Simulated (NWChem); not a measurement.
System: CH$_{2}$NS, doublet; SMILES N[C]=S

Here is an NWChem input.

```
start job
memory heap 200 mb stack 900 mb global 1100 mb
geometry units angstroms noautosym nocenter noautoz
  N      0.147998     1.585452     0.000000
  C     -0.426398     0.405154     0.000000
  S      0.039413    -1.121665     0.000000
  H      1.162338     1.702191     0.000000
  H     -0.410875     2.431046     0.000000
end
basis spherical
  * library 6-31g*
end
dft
  odft
  mult 2
  xc b3lyp
  iterations 150
end
cosmo
  do_cosmo_smd true
  solvent clbenzen
end
task dft energy
```

Excerpt of the output:

```
             Northwest Computational Chemistry Package (NWChem) 7.3.0
             --------------------------------------------------------

                             Geometry "geometry" -> ""
                             -------------------------

 Output coordinates in angstroms (scale by  1.889725989 to convert to a.u.)

  No.       Tag          Charge          X              Y              Z
 ---- ---------------- ---------- -------------- -------------- --------------
    1 N                    7.0000     0.14799800     1.58545200     0.00000000
    2 C                    6.0000    -0.42639800     0.40515400     0.00000000
    3 S                   16.0000     0.03941300    -1.12166500     0.00000000
    4 H                    1.0000     1.16233800     1.70219100     0.00000000
    5 H                    1.0000    -0.41087500     2.43104600     0.00000000

 Effective nuclear repulsion energy (a.u.)      86.4853086506

                                 NWChem DFT Module
                                 -----------------

 Summary of "ao basis" -> "ao basis" (spherical)
 ------------------------------------------------------------------------------
       Tag                 Description            Shells   Functions and Types
 ---------------- ------------------------------  ------  ---------------------
 N                           6-31g*                  6       14   3s2p1d
 C                           6-31g*                  6       14   3s2p1d
 S                           6-31g*                  8       18   4s3p1d
 H                           6-31g*                  2        2   2s

 in cosmo_initialize ...
 calling solv_data for solv:clbenzen

 solvent parameters
 solvname_short: clbenzen
 solvname_long:  chlorobenzene
 dielec:        5.6968
 dielecinf:     2.3229
 nonaqueous SMD model solvent descriptors
 dielec:        5.6968
 sola:          0.0000
 solb:          0.0700
 solc:          0.8570
 solg:         47.4800
 solh:          0.1430
 soln:          1.5241

          ---------------
          -cosmo- solvent
          ---------------
 Cosmo: York-Karplus, doi: 10.1021/jp992097l
 dielectric constant -eps-     =   5.70
 screen = (eps-1)/(eps    )    =   0.82446
 surface charge correction     = lagrangian

   van der Waals surface
 --------------------------

[...]

                                COSMO-SMD solvation results
                                ---------------------------

             internal energy in gas <Psi(g)|H|Psi(g)> =      -492.187020236890
         internal energy in solvent <Psi(s)|H|Psi(s)> =      -492.184841094030
                               delta internal energy  =         0.002179142860 (    1.37 kcal/mol)
   total free energy in solvent <Psi(s)|H+V/2|Psi(s)> =      -492.197879594468
 polarization energy contribution <Psi(s)|V/2|Psi(s)> =        -0.013038500438 (   -8.18 kcal/mol)
    total free energy in solvent including G(SMD-CDS) =      -492.197841920409
                       G(SMD-CDS) energy contribution =         0.000037674059 (    0.02 kcal/mol)
     1 M fixed-concentration free energy of solvation =        -0.010821683520 (   -6.79 kcal/mol)

                    DFT Final Alpha Molecular Orbital Analysis
                    ------------------------------------------

 Vector   14  Occ=1.000000D+00  E=-3.158843D-01
              MO Center= -2.9D-01, -2.7D-01,  5.4D-11, r^2= 2.2D+00
   Bfn.  Coefficient  Atom+Function         Bfn.  Coefficient  Atom+Function
  ----- ------------  ---------------      ----- ------------  ---------------
    35      0.386215  3 S  px                17      0.382842  2 C  px
    36      0.326401  3 S  py                21      0.252279  2 C  px
    39      0.197460  3 S  px                31     -0.149300  3 S  px
    32     -0.127911  3 S  py                 3     -0.110155  1 N  px
    40      0.110523  3 S  py                18     -0.107493  2 C  py

 Vector   15  Occ=1.000000D+00  E=-2.567770D-01
              MO Center=  4.5D-02, -2.8D-01,  8.1D-09, r^2= 2.7D+00
   Bfn.  Coefficient  Atom+Function         Bfn.  Coefficient  Atom+Function
  ----- ------------  ---------------      ----- ------------  ---------------
    37      0.581266  3 S  pz                 5     -0.352672  1 N  pz
    41      0.335232  3 S  pz                 9     -0.308905  1 N  pz
    33     -0.222225  3 S  pz                19      0.085903  2 C  pz
    23      0.072944  2 C  pz                25     -0.034502  2 C  d -1

 Vector   16  Occ=1.000000D+00  E=-1.914758D-01
              MO Center= -2.0D-01, -3.5D-01,  6.4D-11, r^2= 2.5D+00
   Bfn.  Coefficient  Atom+Function         Bfn.  Coefficient  Atom+Function
  ----- ------------  ---------------      ----- ------------  ---------------
    35      0.543065  3 S  px                17     -0.397210  2 C  px
    39      0.383934  3 S  px                21     -0.339457  2 C  px
    20      0.308034  2 C  s                 31     -0.202248  3 S  px
     6     -0.193510  1 N  s                 48      0.171950  4 H  s
    16      0.103214  2 C  s                 22      0.095873  2 C  py

 Vector   17  Occ=0.000000D+00  E=-1.914032D-02
              MO Center= -1.9D-01,  2.0D-01, -6.1D-10, r^2= 2.4D+00
   Bfn.  Coefficient  Atom+Function         Bfn.  Coefficient  Atom+Function
  ----- ------------  ---------------      ----- ------------  ---------------
    23      0.626935  2 C  pz                19      0.523906  2 C  pz
     9     -0.415403  1 N  pz                41     -0.404879  3 S  pz
    37     -0.320799  3 S  pz                 5     -0.312697  1 N  pz
    33      0.118222  3 S  pz                43      0.085209  3 S  d -1
    45      0.030273  3 S  d  1

[...]
```

Level: B3LYP/6-31G* (spherical d), spin-unrestricted, SMD on the gas-phase geometry. In the optimisation the excess spin sits in a' (Cs, its own frame). All runs use the structure optimised with PBE0/def2-SVP, spin-unrestricted. No stability test was run on the SCF state. Solvent: chlorobenzene.
